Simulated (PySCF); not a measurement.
A geometry optimisation, step by step.

Compound: C5H14Al2O2.
Atom-mapped SMILES: `[CH2:1]=[C:2]([CH3:3])[AlH-:4]1[O+:5]([CH3:6])[AlH2-:7][O+:8]1[CH3:9]` (hydrogens: H10, H11 on C1; H12, H13, H14 on C3; H15 on Al4; H16, H17, H18 on C6; H19, H20 on Al7; H21, H22, H23 on C9)
Bond orders are those of one Lewis drawing.

Computed by this run: PBE0-D3(BJ)/def2-SVP geometry optimisation, gas phase in PySCF 2.14.0; density fitting, grid level 1; the optimiser is geomeTRIC in internal coordinates, started from a GFN2-xTB structure with every atom displaced at random (about 0.01 Å). 7 of its 10 geometries are shown. The frame can shift and turn from step to step; on so coarse a grid that alone can change the energy by a few meV, and forces under 0.02 eV/Å are noise.

Step 0: E = -22676.5625 eV, largest atomic force 2.287 eV/Å
```
atom  x, y, z in Å  |  force x, y, z in eV/Å
C1      2.776   -0.773   -0.469   -1.980   0.992   0.573
C2      1.800    0.004    0.074    0.660  -0.548  -0.349
C3      2.139    1.168    0.955    0.242  -0.036  -0.057
Al4     0.085   -0.706   -0.528   -0.217   0.288   0.295
O5     -1.228   -0.902    0.790    0.470  -0.214   0.260
C6     -1.191   -1.695    1.963    0.207   0.747  -0.243
Al7    -2.409    0.326    0.154   -0.539  -0.025  -0.172
O8     -1.142    0.552   -1.156    0.237  -0.052   0.413
C9     -1.051    1.407   -2.256   -0.351  -0.758  -0.914
H10     2.469   -1.585   -1.092    0.091  -0.955  -0.666
H11     3.810   -0.599   -0.328    1.545   0.205   0.210
H12     3.239    1.364    0.978   -0.469   0.018  -0.013
H13     1.608    2.078    0.622    0.113  -0.003   0.113
H14     1.815    0.968    1.990   -0.049   0.097   0.010
H15    -0.017   -1.955   -1.444    0.270  -0.453  -0.355
H16    -1.781   -2.589    1.828   -0.359  -0.662  -0.120
H17    -0.152   -1.971    2.175    0.094  -0.064   0.139
H18    -1.602   -1.138    2.818    0.077   0.077   0.035
H19    -2.454    1.559    1.079   -0.092   0.634   0.461
H20    -3.704   -0.356   -0.402   -0.354  -0.117  -0.132
H21    -0.030    1.418   -2.631    0.480   0.130  -0.083
H22    -1.681    1.022   -3.092    0.104   0.222   0.320
H23    -1.350    2.424   -2.026   -0.179   0.477   0.276
```

Step 2: E = -22676.8056 eV, largest atomic force 0.271 eV/Å
```
atom  x, y, z in Å  |  force x, y, z in eV/Å
C1      2.866   -0.781   -0.479    0.198   0.054   0.042
C2      1.814   -0.093    0.000    0.036  -0.108  -0.080
C3      2.026    1.096    0.892   -0.088   0.000   0.023
Al4     0.070   -0.767   -0.569   -0.163  -0.192  -0.101
O5     -1.208   -0.894    0.786    0.083   0.061   0.049
C6     -1.177   -1.665    1.965   -0.037  -0.009  -0.004
Al7    -2.418    0.387    0.196   -0.076   0.044   0.044
O8     -1.133    0.542   -1.138    0.102   0.032   0.059
C9     -1.043    1.411   -2.242   -0.019  -0.004  -0.059
H10     2.780   -1.663   -1.126   -0.155   0.029   0.007
H11     3.900   -0.490   -0.239    0.016   0.006  -0.001
H12     3.089    1.378    0.980    0.003  -0.007  -0.005
H13     1.464    1.975    0.534    0.005   0.022   0.004
H14     1.648    0.895    1.910   -0.022   0.017   0.000
H15    -0.003   -2.045   -1.516    0.105   0.009  -0.010
H16    -1.809   -2.562    1.861    0.004   0.003  -0.006
H17    -0.146   -1.985    2.181    0.005   0.005   0.004
H18    -1.540   -1.074    2.820    0.011   0.004   0.003
H19    -2.417    1.662    1.152   -0.010   0.000   0.003
H20    -3.777   -0.248   -0.335    0.001   0.005  -0.004
H21    -0.014    1.417   -2.636    0.001   0.011   0.021
H22    -1.720    1.089   -3.050   -0.004   0.006   0.019
H23    -1.304    2.438   -1.944    0.004   0.013  -0.008
```

Step 3: E = -22676.8184 eV, largest atomic force 0.205 eV/Å
```
atom  x, y, z in Å  |  force x, y, z in eV/Å
C1      2.875   -0.776   -0.478   -0.026  -0.107  -0.029
C2      1.805   -0.110   -0.013    0.015   0.020   0.009
C3      1.979    1.085    0.882   -0.100   0.014   0.021
Al4     0.068   -0.796   -0.589   -0.158  -0.114  -0.065
O5     -1.198   -0.897    0.782    0.056  -0.012   0.033
C6     -1.166   -1.664    1.965    0.013   0.027   0.013
Al7    -2.401    0.400    0.206    0.005   0.051   0.032
O8     -1.119    0.538   -1.137    0.053  -0.005   0.005
C9     -1.026    1.413   -2.238   -0.033   0.033   0.041
H10     2.778   -1.660   -1.121    0.006   0.042   0.003
H11     3.903   -0.480   -0.227    0.081   0.022  -0.006
H12     3.035    1.380    0.992    0.056   0.003   0.023
H13     1.420    1.959    0.510   -0.016   0.013  -0.029
H14     1.576    0.887    1.891   -0.006  -0.008   0.000
H15     0.009   -2.072   -1.546    0.058   0.046   0.031
H16    -1.811   -2.552    1.873   -0.013   0.002  -0.009
H17    -0.137   -1.997    2.173   -0.003   0.005  -0.019
H18    -1.506   -1.061    2.822   -0.011  -0.007  -0.006
H19    -2.378    1.674    1.166   -0.006  -0.021  -0.012
H20    -3.774   -0.213   -0.315    0.015   0.000  -0.004
H21     0.001    1.413   -2.635   -0.024  -0.016  -0.010
H22    -1.720    1.110   -3.039    0.039   0.002   0.011
H23    -1.268    2.441   -1.923   -0.002   0.011  -0.033
```

Step 4: E = -22676.8246 eV, largest atomic force 0.099 eV/Å
```
atom  x, y, z in Å  |  force x, y, z in eV/Å
C1      2.882   -0.780   -0.482   -0.056   0.068   0.045
C2      1.796   -0.131   -0.025   -0.055  -0.051  -0.037
C3      1.910    1.070    0.873    0.035  -0.011  -0.014
Al4     0.066   -0.828   -0.610   -0.098   0.000   0.006
O5     -1.181   -0.898    0.782    0.001  -0.029  -0.005
C6     -1.151   -1.662    1.966    0.038   0.015   0.008
Al7    -2.370    0.422    0.225    0.070   0.037   0.011
O8     -1.098    0.537   -1.133   -0.014   0.021  -0.041
C9     -1.003    1.417   -2.231   -0.011   0.009   0.074
H10     2.803   -1.659   -1.134    0.006   0.022   0.014
H11     3.903   -0.465   -0.225    0.076   0.006   0.001
H12     2.955    1.388    1.024    0.024   0.003   0.030
H13     1.348    1.932    0.476   -0.002  -0.020  -0.033
H14     1.470    0.868    1.865    0.006  -0.017  -0.007
H15     0.015   -2.096   -1.572    0.003   0.022   0.022
H16    -1.816   -2.536    1.886   -0.012  -0.003   0.005
H17    -0.126   -2.016    2.161   -0.007  -0.003  -0.012
H18    -1.464   -1.048    2.826   -0.018  -0.007  -0.006
H19    -2.316    1.692    1.188   -0.001  -0.015  -0.007
H20    -3.760   -0.162   -0.283    0.010  -0.009  -0.007
H21     0.019    1.398   -2.640   -0.011  -0.017  -0.026
H22    -1.714    1.131   -3.023    0.023  -0.006  -0.019
H23    -1.221    2.450   -1.913   -0.008  -0.013  -0.001
```

Step 6: E = -22676.8281 eV, largest atomic force 0.061 eV/Å
```
atom  x, y, z in Å  |  force x, y, z in eV/Å
C1      2.892   -0.770   -0.475    0.005   0.016  -0.004
C2      1.787   -0.145   -0.034    0.019  -0.018  -0.004
C3      1.881    1.054    0.869   -0.010   0.011   0.007
Al4     0.056   -0.843   -0.623    0.009   0.045   0.039
O5     -1.175   -0.899    0.781   -0.021  -0.019  -0.016
C6     -1.147   -1.665    1.964    0.005  -0.003   0.000
Al7    -2.345    0.445    0.241    0.037   0.013   0.002
O8     -1.092    0.539   -1.134   -0.020  -0.013  -0.015
C9     -1.000    1.416   -2.234   -0.001  -0.005   0.004
H10     2.840   -1.647   -1.131    0.007  -0.008  -0.006
H11     3.907   -0.436   -0.206   -0.017  -0.007  -0.001
H12     2.922    1.372    1.051   -0.006  -0.008   0.001
H13     1.328    1.913    0.452    0.008   0.003   0.002
H14     1.413    0.850    1.848   -0.005   0.004  -0.002
H15    -0.002   -2.107   -1.585   -0.015  -0.010  -0.004
H16    -1.830   -2.526    1.889    0.001   0.001  -0.001
H17    -0.128   -2.039    2.148    0.000   0.001   0.000
H18    -1.445   -1.048    2.827   -0.001   0.000   0.001
H19    -2.262    1.709    1.206    0.005   0.001   0.004
H20    -3.748   -0.119   -0.256    0.000  -0.005  -0.003
H21     0.015    1.382   -2.659    0.003   0.002   0.001
H22    -1.719    1.136   -3.020   -0.002  -0.002  -0.003
H23    -1.203    2.451   -1.916   -0.001   0.000  -0.002
```

Step 8: E = -22676.8291 eV, largest atomic force 0.035 eV/Å
```
atom  x, y, z in Å  |  force x, y, z in eV/Å
C1      2.895   -0.769   -0.474    0.022  -0.001   0.000
C2      1.785   -0.151   -0.036   -0.020   0.006   0.003
C3      1.867    1.045    0.874    0.008  -0.019  -0.001
Al4     0.051   -0.842   -0.627    0.034  -0.008  -0.008
O5     -1.171   -0.895    0.781   -0.011  -0.004   0.004
C6     -1.142   -1.669    1.959   -0.009   0.000  -0.002
Al7    -2.324    0.467    0.254   -0.018  -0.002   0.003
O8     -1.091    0.543   -1.137   -0.001  -0.012   0.009
C9     -1.005    1.410   -2.244   -0.001  -0.004  -0.025
H10     2.854   -1.643   -1.134   -0.013   0.006   0.000
H11     3.905   -0.433   -0.194   -0.001   0.003   0.001
H12     2.906    1.351    1.084    0.005   0.002   0.001
H13     1.335    1.911    0.445    0.003   0.004  -0.003
H14     1.371    0.844    1.839   -0.005   0.002  -0.004
H15    -0.023   -2.108   -1.588   -0.001   0.001  -0.001
H16    -1.834   -2.523    1.883    0.003   0.001  -0.002
H17    -0.126   -2.053    2.134    0.003   0.002   0.003
H18    -1.430   -1.055    2.827    0.004   0.001   0.002
H19    -2.211    1.728    1.221    0.004   0.001   0.000
H20    -3.737   -0.081   -0.230   -0.004   0.009   0.006
H21     0.007    1.371   -2.677    0.000   0.005   0.008
H22    -1.730    1.124   -3.023   -0.001   0.002   0.008
H23    -1.204    2.448   -1.934    0.001   0.005  -0.003
```

Step 9: E = -22676.8293 eV, largest atomic force 0.030 eV/Å
```
atom  x, y, z in Å  |  force x, y, z in eV/Å
C1      2.896   -0.769   -0.473   -0.001  -0.007  -0.005
C2      1.784   -0.154   -0.037   -0.013   0.013   0.007
C3      1.863    1.039    0.876    0.009  -0.011   0.000
Al4     0.050   -0.843   -0.629    0.019  -0.017  -0.016
O5     -1.171   -0.893    0.781   -0.001  -0.002   0.005
C6     -1.141   -1.669    1.957   -0.003   0.005   0.000
Al7    -2.316    0.479    0.261   -0.020  -0.009   0.001
O8     -1.091    0.544   -1.139    0.005  -0.002   0.006
C9     -1.009    1.406   -2.250   -0.002   0.001  -0.007
H10     2.857   -1.641   -1.138   -0.005   0.004   0.002
H11     3.905   -0.434   -0.188    0.006   0.003   0.001
H12     2.901    1.336    1.102    0.003   0.001   0.002
H13     1.346    1.912    0.440    0.001   0.001  -0.004
H14     1.350    0.843    1.834   -0.003   0.001  -0.002
H15    -0.031   -2.108   -1.589    0.006   0.004   0.001
H16    -1.836   -2.520    1.880    0.000   0.000   0.000
H17    -0.125   -2.057    2.127    0.001   0.001   0.001
H18    -1.423   -1.056    2.828    0.001   0.000   0.001
H19    -2.184    1.739    1.228    0.001   0.001  -0.002
H20    -3.736   -0.058   -0.215   -0.005   0.012   0.007
H21     0.002    1.366   -2.685   -0.001   0.001   0.002
H22    -1.737    1.116   -3.025    0.002   0.000   0.002
H23    -1.208    2.446   -1.945   -0.001   0.001  -0.001
```

Problem. Summarise the path.

Solution. The energy falls by 6.15 kcal/mol from step 0 to step 9; nine tenths of that is first reached at step 2. It falls at every step. The largest force goes from 2.287 to 0.030 eV/Å. Among the bonds Al7–H19 changes most, from 1.543 to 1.593 Å; the atoms move by 0.243 Å rms after alignment.

Problem. Follow the three bonds and two angles with the largest change from start to end.

Solution. 
```csv
step,E above end (kcal/mol),largest force (eV/Å),Al7–H19 (Å),O5–Al7 (Å),C1–H11 (Å),C3–C2–Al4 (°),C1–C2–Al4 (°)
0,6.15,2.287,1.543,1.818,1.058,131.5,107.4
1,0.85,0.291,1.592,1.857,1.106,124.7,113.2
2,0.55,0.271,1.594,1.858,1.101,124.9,114.7
3,0.25,0.205,1.596,1.860,1.098,123.9,115.6
4,0.11,0.099,1.595,1.862,1.099,122.0,116.2
5,0.06,0.091,1.593,1.863,1.101,121.7,117.5
6,0.03,0.061,1.593,1.862,1.101,121.4,117.6
7,0.01,0.034,1.593,1.862,1.101,121.0,117.8
8,0.01,0.035,1.593,1.861,1.101,120.8,118.1
9,0.00,0.030,1.593,1.861,1.100,120.6,118.3
```

The cost below is that of the whole optimisation. Hardware: one thread of an Arm Neoverse V2, no GPU, shared host. Cost: 3.5 min wall, 1.0 GiB resident at most.
